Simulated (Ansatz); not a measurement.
The cluster B₃Sb₃⁻, relaxed as a doublet with UKS PBE-D4/def2-SVPD in Ansatz, starting from packed atoms. Force threshold 0.02 eV/Å.

In the def2 sets Sb takes a core potential; there is no spin–orbit coupling. Another isomer (doublet) lies 0.53 eV lower at PBE0-D4/def2-TZVPD; other spin states weren't run for this one.

Start:

```
atom    x (Å)    y (Å)    z (Å)
  B1   1.7197   0.5916   0.1252
  B2   0.7043   0.2203  -1.8076
  B3  -1.4373  -0.6370   0.2586
 Sb4   0.7334  -1.4171  -0.3545
 Sb5  -0.9813   1.3366  -0.6875
 Sb6  -0.7388  -0.0944   2.4659
```

```csv
step,energy (eV),largest force component (eV/Å),SCF passes
1,-21633.0539,1.912,54
2,-21634.4129,1.850,49
3,-21635.2138,1.069,42
4,-21635.9116,1.448,38
5,-21636.5957,1.134,32
6,-21637.0985,0.585,36
7,-21637.2781,0.346,34
8,-21637.3671,0.317,36
9,-21637.5499,0.567,33
10,-21637.7856,0.944,29
11,-21637.9985,0.614,29
12,-21638.0526,1.297,29
13,-21638.1430,0.299,30
14,-21638.1742,0.284,28
15,-21638.1884,0.421,29
16,-21638.2054,0.171,24
17 (rejected),-21638.1989,0.402,29
18,-21638.2114,0.044,25
19,-21638.2134,0.042,24
20,-21638.2148,0.055,25
21,-21638.2152,0.043,25
22 (rejected),-21638.2150,0.036,24
23,-21638.2152,0.013,25
```

Force components are those of the run's own axes.

End:

```xyz
6

B     1.121    0.161    0.418
B     0.577    0.943   -0.834
B    -0.649    0.150    0.099
Sb    0.484   -1.980   -0.191
Sb   -1.422    1.198   -1.696
Sb   -0.112   -0.472    2.204
```

Bonds lost: B2–Sb4 (atoms count from 1). Bonds formed: B1–B2, B1–B3, B1–Sb6, B2–B3 (atoms count from 1).

No frequencies were taken in this run, so the end may be a saddle point.

Hardware: 4 threads of Arm Neoverse V2 on a shared host. Wall time 70 s.
